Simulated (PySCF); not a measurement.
Mo(NH)(F)3(Cl) (ClF₃HMoN), SMILES [NH]=[Mo]([F])([F])([F])[Cl], multiplicity 1. Atoms are numbered in the order given.

```xyz
7

Mo     0.2369    -0.0453     0.0000
N      0.4796    -1.7112     0.0000
H      0.6060    -2.7229     0.0000
F      0.2067     0.3934     1.8047
F      0.2067     0.3934    -1.8047
F      1.9300     0.7238     0.0000
Cl    -2.0590     0.1769     0.0000
```

The structure is a stationary point at B3LYP-D3(BJ)/def2-SVP. The spin state was assumed, not searched. The structure was generated by enumeration; whether it is a known compound was not checked. The def2 effective core potentials stand for the cores of Mo; spin–orbit coupling is left out.

These are PBE/def2-TZVP (PySCF) values and carry that method's errors.

Atomic charges (e):

```tsv
atom	Löwdin	Mulliken
Mo1	0.53	1.58
N2	-0.23	-0.49
H3	0.18	0.27
F4	-0.19	-0.36
F5	-0.19	-0.36
F6	-0.19	-0.37
Cl7	0.10	-0.27
```
